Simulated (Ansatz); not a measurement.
Mulliken charges of `S=C1C[SiH2]1` from ωB97M-V/def2-TZVPP in Ansatz (PBE0-D4/def2-TZVP geometry).

```csv
atom,x (Å),y (Å),z (Å),charge (e)
S1,-1.808,1.210,1.387,-0.129
C2,-0.753,0.498,0.423,-0.106
C3,0.722,0.544,0.198,-0.251
Si4,-0.140,-0.935,-0.571,0.259
H5,1.025,1.254,-0.576,0.125
H6,1.372,0.585,1.069,0.114
H7,-0.217,-0.943,-2.047,-0.006
H8,-0.108,-2.271,0.061,-0.006
```

**Question.** By hand: the dipole of these point charges (1 e Å = 4.8032 D).

**Answer.** Σ q r = (0.382, -0.345, -0.360) e Å, of length 0.628 e Å = 3.02 D.

**Question.** How does the dipole of the full density compare? (Estimate.)

**Answer.** Computed: (0.377, -0.263, -0.299) e Å, 2.63 D; the point charges give 1.15 times that, at 6° from its direction.

Point charges leave out the atoms' own dipoles, such as those of lone pairs, and Mulliken's split depends on the basis, so the close match here is no proof of good charges.
